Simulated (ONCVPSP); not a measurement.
Transferability test, ONCV potential for strontium

ONCVPSP 4.0.1 input, shortened (lines: element, Z, core and valence counts, functional; n l f; lmax; l rc ep ncon nbas qcut; lloc lpopt rc5 dvloc0; l nproj debl; icmod fcfact rcfact), PBE, scalar-relativistic:

```
  Sr 38.00    6    3        4      upf
    1    0    2.00
    2    0    2.00
    2    1    6.00
    3    0    2.00
    3    1    6.00
    3    2   10.00
    4    0    2.00
    4    1    6.00
    5    0    2.00
    2
    0    2.50    0.00    4    7    5.10
    1    2.20    0.00    3    6    7.70
    2    2.65    0.08    3    7    3.50
    4    5    1.65   -1.00
    0    2    2.10
    1    2    2.70
    2    2    1.90
    3    3.75    1.30
```

In the d channel the program set the typed energies aside and used 0.050, 1.950 Ha.

Energies are relative to the spin-unpolarised reference configuration 4s2 4p6 5s2; without spin polarisation the order of configurations can differ from experiment.

Task: Give the all-electron excitation energy and the error of the potential for: 4s2 4p6 5s1; 4s2 4p6 5s0; 4s2 4p6 5s1.5; 4s2 4p5 5s2.

Result:

| valence configuration | charge | ΔE all-electron (eV) | error AE − PS (meV) |
| --- | --- | --- | --- |
| 4s2 4p6 5s1 | +1 | 5.885 | -0.7 |
| 4s2 4p6 5s0 | +2 | 16.891 | -3.9 |
| 4s2 4p6 5s1.5 | +0.5 | 2.339 | -0.2 |
| 4s2 4p5 5s2 | +1 | 28.309 | -6.7 |

Levels in the configuration 4s2 4p6 5s1:

```csv
level,all-electron (eV),pseudo (eV)
4s,-47.232,-47.247
4p,-29.114,-29.116
5s,-8.348,-8.349
```

Note: no bound ghost flagged; GHOST(+) flagged for s at 97.9 eV, d at 245.0 eV.
